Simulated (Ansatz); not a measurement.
`C[CH2][In]([Cl])[Cl]` + `C[NH][SnH]([F])[Cl]` → `C[NH][In]([Cl])[Cl]` + `C[CH2][SnH]([F])[Cl]`  (redistribution)

Calculated with Ansatz (gas phase, PBE0-D4/def2-TZVP geometries, no zero-point term in ΔE). CCSD(T)/CBS adds triple-zeta CCSD(T) − MP2 to the extrapolated MP2 energy (def2 sets, frozen cores). Functionals use def2-TZVPP. B3LYP here is the variant with VWN-RPA as its local correlation; programs differ in this. def2 core potentials past Kr. For In, Sn outer-core shells are correlated without core-valence functions, which leaves a few kJ/mol of doubt a bond. One conformer a species, not always the lowest.

`C[CH2][In]([Cl])[Cl]`:

```xyz
10

C     1.120   -0.847   -0.256
C    -0.066   -0.057   -0.782
In   -1.172    0.954    0.752
Cl   -0.624    0.756    3.008
Cl   -3.008    2.345    0.436
H     1.846   -0.209    0.252
H     1.642   -1.346   -1.078
H     0.817   -1.618    0.455
H    -0.790   -0.694   -1.296
H     0.235    0.717   -1.492
```

`C[NH][SnH]([F])[Cl]`:

```xyz
10

C    -0.171    0.790    1.241
N     0.589    0.662    0.004
Sn    0.064   -0.738   -1.310
F    -1.762   -0.320   -1.683
Cl   -0.087   -2.852   -0.359
H     0.009   -0.013    1.965
H     0.069    1.743    1.719
H    -1.239    0.804    1.012
H     1.586    0.709    0.166
H     0.943   -0.785   -2.756
```

`C[NH][In]([Cl])[Cl]`:

Z-matrix (Å, degrees):
```
C
N 1 1.449
H 1 1.097 2 113.4
H 1 1.096 2 110.7 3 -121.5
H 1 1.092 2 110.2 3 120.4
In 2 1.987 1 124.9 3 -96.4
H 2 1.008 1 113.8 3 59.1
Cl 6 2.307 2 122.3 1 170.0
Cl 6 2.311 2 119.3 1 -15.6
```

`C[CH2][SnH]([F])[Cl]`:

Z-matrix (Å, degrees):
```
C
C 1 1.521
H 1 1.092 2 111.5
H 1 1.092 2 111.6 3 120.5
H 1 1.093 2 110.4 3 -119.8
Sn 2 2.129 1 111.7 3 -60.4
H 2 1.093 1 111.9 3 179.6
H 2 1.093 1 111.9 3 58.9
Cl 6 2.325 2 108.2 1 -53.6
F 6 1.922 2 105.3 1 57.1
H 6 1.700 2 124.4 1 178.2
```

```json
{"level": "PBE0-D4", "ΔE (kJ/mol)": "-4.9"}
{"level": "ωB97X-V", "ΔE (kJ/mol)": "-7.1"}
{"level": "B2PLYP", "ΔE (kJ/mol)": "-5.2"}
{"level": "PBE", "ΔE (kJ/mol)": "-3.0"}
{"level": "B3LYP", "ΔE (kJ/mol)": "-3.4"}
{"level": "CCSD/def2-TZVPP", "ΔE (kJ/mol)": "-7.1"}
{"level": "MP2/def2-QZVPP", "ΔE (kJ/mol)": "-7.0"}
{"level": "HF/CBS(def2)", "ΔE (kJ/mol)": "-6.0"}
```

Q: What does CCSD(T)/CBS give? (Estimate.)

A: Computed: -7.8 kJ/mol. The listed levels differ from it by 2.9, 0.7, 2.6, 4.8, 4.4, 0.7, 0.8, 1.8 kJ/mol.

Largest T1 diagnostic among the species: 0.013.
